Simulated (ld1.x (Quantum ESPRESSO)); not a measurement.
oxygen (O), TM semilocal: configuration errors across variants

oxygen, norm-conserving Troullier–Martins (semilocal form), made with ld1.x (Quantum ESPRESSO) 7.5 (LDA (PZ), scalar-relativistic). Core [He], reference 2s2 2p4. Waves: 2p (bound): rc 1.50 bohr; 2s (bound): rc 0.65 bohr. Local part: the s channel. Core correction: none.

All-electron excitation energies from the reference (eV): (1) 2s2 2p3 16.584; (2) 2s2 2p2 50.292; (3) 2s2 2p1 104.255; (4) 2s1 2p5 14.584; (5) 2s2 2p4.3 -2.174; (6) 2s0 2p6 29.228; (7) 2s1 2p4 31.422; (8) 2s2 2p4 spin -1.409; (9) 2s2 2p3 spin 12.572.

Spin tests fill each open shell by Hund’s rule, majority spin first.

In the semilocal form every listed channel keeps its own potential, so the choice of the local channel does not act on these tests. It acts once the file is put into the separable form.

A semilocal file is local in each channel, so a ghost entry of none says nothing of the separable form that plane-wave codes build from it.

3 further variants failed, have other tests or another functional or relativity, and are left out.

Errors AE − PS in meV (a dash: test not solved or not reliable):

```tsv
change	(1)	(2)	(3)	(4)	(5)	(6)	(7)	(8)	(9)	bound ghosts
base	+3.0	+124	+708	+20	-0.6	+80	-44	+97	+293	none
wave 2p (bound): rc 1.50 bohr becomes 2p (bound): rc 2.20 bohr	+59	+731	+3080	-16	-2.3	-58	-270	-21	-65	none
wave 2s (bound): rc 0.65 bohr becomes 2s (bound): rc 0.66 bohr	+2.9	+123	+706	+19	-0.6	+79	-44	+97	+293	none
form changed from semilocal to separable (Kleinman–Bylander), still TM; local potential all-electron potential smoothed inside 0.90 bohr (lloc = -2)	+16	+170	+771	+20	+0.2	+81	-27	+99	+317	none
all radii scaled by about 0.83 (s 0.54, p 1.24 bohr)	+2.6	+72	+419	+27	-0.1	+108	-5.3	+124	+394	none
local potential the p channel	+3.0	+124	+709	+20	-0.6	+80	-44	+97	+293	none
wave 2s (bound): rc 0.65 bohr becomes 2s (bound): rc 0.46 bohr	+8.3	+163	+853	+51	-0.4	+233	-23	+104	+326	none
form changed from semilocal to separable (Kleinman–Bylander), still TM; local potential all-electron potential smoothed inside 1.10 bohr (lloc = -1)	+16	+169	+766	+20	+0.2	+81	-27	+99	+317	none
all radii scaled by about 1.06 (s 0.68, p 1.60 bohr)	+5.3	+172	+938	+18	-0.8	+75	-68	+82	+239	none
```

**Question.** Give the same row for: core correction a·sin(br)/r model core inside 0.66 bohr.

**Answer.** +2.5, +120, +688, +19, -0.6, +78, -44, +77, +225; bound ghosts: none.
